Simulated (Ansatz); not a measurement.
Consider the ligand exchange at the Si–O bond: `N[SiH2]OCF` + `C[SeH]` → `C[Se][SiH2]N` + `OCF`.

Isolated molecules relaxed with PBE0-D4/def2-TZVP in Ansatz; ΔE leaves out vibrations. CCSD(T)/CBS adds triple-zeta CCSD(T) − MP2 to the extrapolated MP2 energy (def2 sets, frozen cores). DFT in def2-TZVPP. HSE06 is defined as in plane-wave codes. For Se outer-core shells are correlated without core-valence functions, which leaves a few kJ/mol of doubt a bond. Scalar relativity is left out up to krypton. Each species was taken in one conformer, which may not be the lowest.

```json
{"level": "r2SCAN0-D4", "ΔE (kJ/mol)": "31.3", "difference from CCSD(T)/CBS": "-0.6"}
{"level": "HSE06-D4", "ΔE (kJ/mol)": "22.2", "difference from CCSD(T)/CBS": "-9.7"}
{"level": "ωB97X-V", "ΔE (kJ/mol)": "36.1", "difference from CCSD(T)/CBS": "4.2"}
{"level": "revPBE", "ΔE (kJ/mol)": "20.9", "difference from CCSD(T)/CBS": "-11.0"}
{"level": "r2SCAN", "ΔE (kJ/mol)": "31.5", "difference from CCSD(T)/CBS": "-0.4"}
{"level": "CAM-B3LYP", "ΔE (kJ/mol)": "45.8", "difference from CCSD(T)/CBS": "13.9"}
{"level": "HF/def2-TZVPP", "ΔE (kJ/mol)": "51.6", "difference from CCSD(T)/CBS": "19.7"}
{"level": "SCS-MP2/def2-QZVPP", "ΔE (kJ/mol)": "36.6", "difference from CCSD(T)/CBS": "4.7"}
{"level": "MP2/CBS(def2)", "ΔE (kJ/mol)": "27.8", "difference from CCSD(T)/CBS": "-4.1"}
{"level": "CCSD/CBS(def2)", "ΔE (kJ/mol)": "34.8", "difference from CCSD(T)/CBS": "2.9"}
{"level": "CCSD(T)/CBS", "ΔE (kJ/mol)": "31.9", "difference from CCSD(T)/CBS": "0"}
```

Largest T1 diagnostic among the species: 0.011.

From PBE to PBE0 (25 % exact exchange), in def2-TZVPP and without D4, ΔE moves by +3.2 kJ/mol. At CCSD(T), def2-SVP lies +4.6 kJ/mol from the extrapolated value and def2-TZVPP +5.0 kJ/mol. The D4 term adds −5.0 kJ/mol with B3LYP and −2.8 kJ/mol with PBE0; it sums over pairs of atoms, weighted by their polarisabilities, and B3LYP, whose exchange is more repulsive, gets the larger term.

CCSD(T)/CBS has its own doubt, a few kJ/mol and more with outer-core shells, so smaller differences from it don't rank the levels.

B3LYP here is the variant with VWN-RPA as its local correlation; programs differ in this.
